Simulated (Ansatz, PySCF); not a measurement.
C3H5O, SMILES O=C([CH2])C, multiplicity 2. Atoms are numbered in the order given.

```xyz
9

C      0.9198     1.0968     0.0000
C     -0.1117     0.0876     0.0000
C      0.3131    -1.3638     0.0000
O     -1.2955     0.4103     0.0000
H      1.9835     0.8451     0.0000
H      0.6150     2.1457     0.0000
H      0.9264    -1.5911     0.8862
H     -0.5787    -2.0025     0.0000
H      0.9264    -1.5911    -0.8862
```
Charge 0, spin multiplicity 2.

Geometry optimised at PBE0-D3(BJ)/def2-SVP. The isomer is the one that the SMILES or the coordinates give; other isomers of the formula were not compared.

Two levels are set side by side: PBE-D3(BJ)/def2-SVP (Ansatz, an electronic-structure program) and PBE0-D3(BJ)/def2-SVP (PySCF). Each level has its own optimised geometry; the coordinates shown are those of the second. Frequencies come from the Hessian of PySCF at each geometry. Differences are taken from unrounded values.

```tsv
quantity	PBE0-D3(BJ)
mean bond length (Å)	1.208
bond C1–C2 (Å)	1.443
bond C2–C3 (Å)	1.512
bond C2–O4 (Å)	1.227
bond C1–H5 (Å)	1.093
bond C1–H6 (Å)	1.092
bond C3–H7 (Å)	1.101
bond C3–H8 (Å)	1.097
bond C3–H9 (Å)	1.101
highest harmonic wavenumber (cm⁻¹)	3300
mean harmonic wavenumber (cm⁻¹)	1473
zero-point energy (kcal/mol)	44.22
```

**Question.** What does PBE-D3(BJ) give, and how far is it from PBE0-D3(BJ)? (An estimate is asked for; the answer gives what the named calculation found.)

**Answer.** 
```
quantity                            PBE-D3(BJ)  PBE-D3(BJ) minus PBE0-D3(BJ)
----------------------------------  ----------  ----------------------------
mean bond length (Å)                     1.218                         0.009
bond C1–C2 (Å)                           1.450                         0.007
bond C2–C3 (Å)                           1.524                         0.011
bond C2–O4 (Å)                           1.242                         0.015
bond C1–H5 (Å)                           1.102                         0.009
bond C1–H6 (Å)                           1.101                         0.008
bond C3–H7 (Å)                           1.110                         0.009
bond C3–H8 (Å)                           1.105                         0.008
bond C3–H9 (Å)                           1.110                         0.009
highest harmonic wavenumber (cm⁻¹)        3202                           -98
mean harmonic wavenumber (cm⁻¹)           1422                           -51
zero-point energy (kcal/mol)             42.68                         -1.54
```

Exact exchange shortens and stiffens bonds; PBE has none. Differences between two approximate levels are no errors against the true value.
